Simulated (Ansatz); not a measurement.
Relaxation of BCl$_{3}$FH (6 atoms, charge 0, multiplicity 1), to a largest force component of 0.03 eV/Å in at most 50 steps.

Computed with RHF/def2-SVP in Ansatz 0.2.0.

```xyz
6
Properties=species:S:1:pos:R:3
B 0.016 -0.488 -0.496
Cl 0.018 0.112 2.515
Cl 1.535 0.255 -0.935
Cl -1.524 0.213 -0.929
F 0.034 -1.662 0.094
H 0.041 -1.160 2.160
```

Q: Where does it end, and by what steps?

A: The run converged. The force dipped under the threshold on the way, but the program's further checks kept it going. After 12 steps the energy has fallen by 0.138 eV; H6 moved furthest, 0.51 Å.

```
step  energy less start (eV)  largest force component (eV/Å)  accepted
   0                  0.0000                           1.482       yes
   1                 -0.0252                           1.250       yes
   2                 -0.1035                           0.683       yes
   3                 -0.1138                           0.616       yes
   4                 -0.0776                           2.300        no
   5                 -0.1273                           0.651       yes
   6                 -0.1353                           0.246       yes
   7                 -0.1375                           0.008       yes
   8                 -0.1375                           0.063       yes
   9                 -0.1210                           0.405        no
  10                 -0.1378                           0.061       yes
  11                 -0.1380                           0.044       yes
  12                 -0.1380                           0.011       yes
```

```xyz
6
Properties=species:S:1:pos:R:3
B 0.016 -0.486 -0.715
Cl 0.021 0.078 2.825
Cl 1.533 0.270 -1.141
Cl -1.524 0.227 -1.131
F 0.035 -1.633 -0.098
H 0.039 -1.185 2.670
```

Time of the run: 18 s on 1 thread of Arm Neoverse V2, with other jobs on the host, peak memory 0.17 GiB.
